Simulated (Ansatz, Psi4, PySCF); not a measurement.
dihydrogen (H2), singlet, at the geometry of the source list. Base run: MP2/6-31G** run with PySCF.

The PySCF input:
```python
from pyscf import gto, scf, mp

mol = gto.M(
    atom='''
H     0.00000000    0.00000000    0.36858300
H     0.00000000    0.00000000   -0.36858300
''',
    basis='6-31g**',
    verbose=4,
)

mf = scf.RHF(mol)
mf.kernel()

pt = mp.MP2(mf)
pt.kernel()
print('E(MP2) = %.10f' % pt.e_tot)
```

The same geometry, method and basis name were run in Ansatz (an electronic-structure program) and Psi4 and PySCF, at each program's defaults and at the settings that a row names. The base is PySCF at its defaults. Differences at the defaults can come from grids, fitting, cores and function types together.

```tsv
code and settings	ΔE vs base (µEh)	basis functions	E (Eh)	SCF cycles
PySCF, defaults (exact integrals, spherical functions, all electrons correlated)	0.0	10	-1.15765	5
Psi4, defaults (density fitting with its default set, Cartesian functions, all electrons correlated)	41.2	10	-1.15761	5
Ansatz, defaults (factorised integrals, spherical functions, frozen core)	-0.4	10	-1.15765	-
PySCF, frozen core	0.0	10	-1.15765	5
Psi4, exact integrals, spherical functions, frozen core	0.0	10	-1.15765	5
Ansatz, high accuracy, frozen core	0.0	10	-1.15765	-
```
